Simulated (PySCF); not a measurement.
**Electron correlation in N⁺ (nitrogen, charge +1)**

[He] 2s2 2p2, high-spin 3P determinant. All numbers are calculated (PySCF 2.14, the non-relativistic Hamiltonian (point nucleus), in aug-cc-pVDZ (4s3p2d, 23 functions)). Frozen: 1s2; 4 electrons correlated.

MP2 pair energies summed by pair of shells (mhartree):

```tsv
pair	energy	share (%)
2s-2p	-32.26	58.8
2s-2s	-17.32	31.6
2p-2p	-5.27	9.6
```

Total MP2 correlation energy: -54.84 mhartree.

Same-spin part -8.78 and opposite-spin part -46.06 mhartree; SCS-MP2 scales them by 1/3 and 6/5 to -58.20 mhartree.

| level | correlation energy (mhartree) |
| --- | --- |
| CCSD | -77.24 |
| (T) | -0.87 |
| CCSD(T) | -78.11 |

Diagnostics: T1 = 0.0063, D1 = 0.0123, largest double amplitude 0.121.

**Question.** Is a single reference adequate?

**Answer.** Mostly. T1 lies below 0.03, but a double amplitude of this size points to a near-degeneracy that CCSD handles and MP2 describes poorly.
